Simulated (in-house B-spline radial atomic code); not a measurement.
Pd⁵⁺. Computed with a B-spline radial atomic code. Model: all-electron spherical atom, spin shells full or empty, radial basis limit, no spin-orbit coupling, Breit or QED, empty-state partial waves extrapolated as (l+1/2)^-4, RPA, G0W0 and static COHSEX of the highest shell as one setting changes (uncorrelated shells keep exact exchange).

Empty levels are discrete states of a finite basis, so the steps are uneven.

Given: element Pd; charge 5; filled core Kr; hamiltonian one-electron scalar X2C; mean-field start Hartree-Fock; highest l of empty states 9; nuclear rms radius 4.5318 fm; lowest nl shells left uncorrelated 0; highest mean-field shell 4d up; box radius 10.43 bohr.

Shell: 4d 5 0 (electrons up and down).

```json
{"highest empty level kept (hartree)": "12", "RPA correlation energy (hartree)": "-0.7305", "G0W0 level (eV)": "-84.698", "G0W0 minus most complete (meV)": "712.2", "COHSEX level (eV)": "-85.882", "linearised minus solved G0W0 (meV)": "0"}
{"highest empty level kept (hartree)": "24", "RPA correlation energy (hartree)": "-1.0269", "G0W0 level (eV)": "-84.972", "G0W0 minus most complete (meV)": "438.7", "COHSEX level (eV)": "-86.646", "linearised minus solved G0W0 (meV)": "0"}
{"highest empty level kept (hartree)": "42", "RPA correlation energy (hartree)": "-1.3371", "G0W0 level (eV)": "-85.14", "G0W0 minus most complete (meV)": "269.8", "COHSEX level (eV)": "-87.091", "linearised minus solved G0W0 (meV)": "0"}
{"highest empty level kept (hartree)": "72", "RPA correlation energy (hartree)": "-1.6755", "G0W0 level (eV)": "-85.254", "G0W0 minus most complete (meV)": "156.3", "COHSEX level (eV)": "-87.379", "linearised minus solved G0W0 (meV)": "0"}
{"highest empty level kept (hartree)": "120", "RPA correlation energy (hartree)": "?", "G0W0 level (eV)": "?", "G0W0 minus most complete (meV)": "?", "COHSEX level (eV)": "?", "linearised minus solved G0W0 (meV)": "?"}
{"highest empty level kept (hartree)": "216", "RPA correlation energy (hartree)": "-2.2389", "G0W0 level (eV)": "-85.36", "G0W0 minus most complete (meV)": "50.8", "COHSEX level (eV)": "-87.66", "linearised minus solved G0W0 (meV)": "0"}
{"highest empty level kept (hartree)": "360", "RPA correlation energy (hartree)": "?", "G0W0 level (eV)": "?", "G0W0 minus most complete (meV)": "?", "COHSEX level (eV)": "?", "linearised minus solved G0W0 (meV)": "?"}
{"highest empty level kept (hartree)": "720", "RPA correlation energy (hartree)": "-2.6553", "G0W0 level (eV)": "-85.401", "G0W0 minus most complete (meV)": "9", "COHSEX level (eV)": "-87.781", "linearised minus solved G0W0 (meV)": "0"}
{"highest empty level kept (hartree)": "1440", "RPA correlation energy (hartree)": "-2.7581", "G0W0 level (eV)": "-85.408", "G0W0 minus most complete (meV)": "2.4", "COHSEX level (eV)": "-87.798", "linearised minus solved G0W0 (meV)": "0"}
{"highest empty level kept (hartree)": "3000", "RPA correlation energy (hartree)": "-2.8355", "G0W0 level (eV)": "-85.41", "G0W0 minus most complete (meV)": "0.5", "COHSEX level (eV)": "-87.803", "linearised minus solved G0W0 (meV)": "0"}
{"highest empty level kept (hartree)": "7200", "RPA correlation energy (hartree)": "-2.8918", "G0W0 level (eV)": "-85.41", "G0W0 minus most complete (meV)": "0", "COHSEX level (eV)": "-87.804", "linearised minus solved G0W0 (meV)": "0"}
{"highest empty level kept (hartree)": "24000", "RPA correlation energy (hartree)": "-2.9134", "G0W0 level (eV)": "-85.41", "G0W0 minus most complete (meV)": "0", "COHSEX level (eV)": "-87.804", "linearised minus solved G0W0 (meV)": "0"}
```

(1) What follows for highest empty level kept = 120?

(2) What follows for highest empty level kept = 360?

Answers

(1) RPA correlation energy -1.9753 hartree; G0W0 level -85.323 eV; G0W0 minus most complete 87.2 meV; COHSEX level -87.556 eV; linearised minus solved G0W0 0 meV.

(2) RPA correlation energy -2.4435 hartree; G0W0 level -85.382 eV; G0W0 minus most complete 28.3 meV; COHSEX level -87.726 eV; linearised minus solved G0W0 0 meV.
